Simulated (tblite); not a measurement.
Question: What does the GFN2-xTB structure of `CP(=O)(c1ccc(cc1)F)C` look like in three dimensions?

Answer: 
```xyz
21
C8H10FOP angstrom
C     -2.1437   -1.0588   -1.0392
P     -1.3888   -0.5518    0.5547
C     -2.1764    1.0512    0.9763
O     -1.5273   -1.5616    1.6096
C      0.3464   -0.1523    0.1649
C      0.7106    0.7757   -0.8020
C      2.0463    1.0324   -1.0474
C      3.0019    0.3493   -0.3132
F      4.3043    0.5998   -0.5532
C      2.6628   -0.5793    0.6548
C      1.3219   -0.8244    0.8873
H     -2.0494   -0.2986   -1.8078
H     -3.1948   -1.2712   -0.8507
H     -1.6566   -1.9769   -1.3630
H     -3.2284    0.8562    1.1786
H     -2.0795    1.7863    0.1840
H     -1.7114    1.4234    1.8874
H     -0.0467    1.3001   -1.3658
H      2.3566    1.7479   -1.7931
H      3.4371   -1.0905    1.2051
H      1.0061   -1.5399    1.6321
```

Orientation and origin are arbitrary. Atoms count from 1 in this order. Of the pairs four or more bonds apart, O4···H21 is among the closest relative to their van der Waals radii: 2.53 Å, 93 % of the sum of Bondi's values. The 6-membered ring C5–C6–C7–C8–C10–C11 has internal angles of 118.3° to 122.2°; it is planar, 0.00 Å rms from its mean plane, widest ring torsion 0°. P2 (phosphoryl phosphorus) is distorted tetrahedral (angles from 105.3° to 113.3°).

Bonds between heavy atoms (Å): C1–P2 1.835, P2–C3 1.835, P2=O4 1.467, P2–C5 1.823, C5–C6 1.389, C6–C7 1.382, C7–C8 1.385, C8–F9 1.348, C8–C10 1.384, C10–C11 1.383, C5–C11 1.387.

Structure optimised with GFN2-xTB, isolated species.

Point group: Cs (tolerance 0.08 Å). Its GFN2-xTB frequencies are all real (lowest 43 cm⁻¹). The numbers are those of one conformer (C1–P2–C5–C6 56°). 3 starts were optimised and ended at 0.00, 0.00 and 0.02 kcal/mol (GFN2-xTB); the lowest of these is shown.

Time: 0.19 s wall. Hardware: one thread, AMD EPYC 9R45 (x86_64), no GPU, on a shared host. That covers the optimisation of the geometry.

The numbers are calculated, not measured.
